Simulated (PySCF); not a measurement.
Match the calculated data to a structure.

All candidates are C4H8OSi.

* NMR, other nuclei: isotropic shieldings of nuclei other than C and H, by class: 248 (1 O), 393 (1 Si) ppm [GIAO PBE0/pcSseg-1]
* Triplet: lowest triplet excitation (Tamm–Dancoff): 3.39 eV [TDA wB97X-D/def2-SVPD]
* 13C NMR: chemical shifts (computed TMS as zero) by class: 164.4 (1 C), 141.2 (1 C), 123.6 (1 C), 96.6 (1 C) ppm [GIAO PBE0/pcSseg-1]
* Rotational structure: rotational constants A, B, C: 5.280, 1.878, 1.408 GHz [GFN2-xTB]
* Polarisability: 81.0 au [wB97X-D/def2-SVPD]
* Dipole: 0.35 D [wB97X-D/def2-SVPD]

Electronic properties: PySCF, gas phase, density fitting. Levels stand in brackets. Geometry: GFN2-xTB, one conformer, isolated molecule. NMR values are class means; diastereotopic atoms form classes of their own.

Question: Which candidate is it?
A. `C=CC(=C)O[SiH3]`
B. `[SiH3]OC=C1CC1`
C. `CC#C[SiH2]OC`

Answer: A. It is `C=CC(=C)O[SiH3]`. Numbering: `[CH2:1]=[CH:2][C:3](=[CH2:4])[O:5][SiH3:6]`. Its formula, C4H8OSi, gives 2 degrees of unsaturation: 0 rings and 2 π bonds in the structure found. 4 carbons fall into 4 classes; from least to most shielded: vinylic carbon bearing oxygen [C3] (164.4 ppm), alkene CH carbon [C2] (141.2 ppm), terminal =CH2 carbon [C1] (123.6 ppm), terminal =CH2 carbon [C4] (96.6 ppm). The other shieldings belong to: 248 ppm, silyl ether oxygen [O5]; 393 ppm, oxygen-bound silicon [Si6]. The optimised geometry has point group Cs and is an asymmetric top.

The others, at the same levels:
- `CC#C[SiH2]OC` fails: its computed 13C shifts are 113.0 (1 C), 84.4 (1 C), 53.0 (1 C), 5.9 (1 C) ppm, rotational constant A is 5.990 GHz (against 5.280 GHz) and smallest rotational constant is 1.084 GHz (against 1.408 GHz).
- `[SiH3]OC=C1CC1` fails: its computed 13C shifts are 137.7 (1 C), 108.1 (1 C), 5.6 (1 C), 4.9 (1 C) ppm, rotational constant A is 13.488 GHz (against 5.280 GHz) and smallest rotational constant is 1.087 GHz (against 1.408 GHz).

Each candidate is one conformer, not necessarily the lowest. Dipoles, sizes and rotational constants follow the conformer. The torsions of the flexible species, by atom-mapped SMILES:
- `[CH2:1]=[CH:2][C:3](=[CH2:4])[O:5][SiH3:6]`: C1–C2–C3–C4 180°, C2–C3–O5–Si6 180°
- `[CH3:1][C:2]#[C:3][SiH2:4][O:5][CH3:6]`: C3–Si4–O5–C6 -58°
- `[SiH3:1][O:2][CH:3]=[C:4]1[CH2:5][CH2:6]1`: Si1–O2–C3–C4 180°
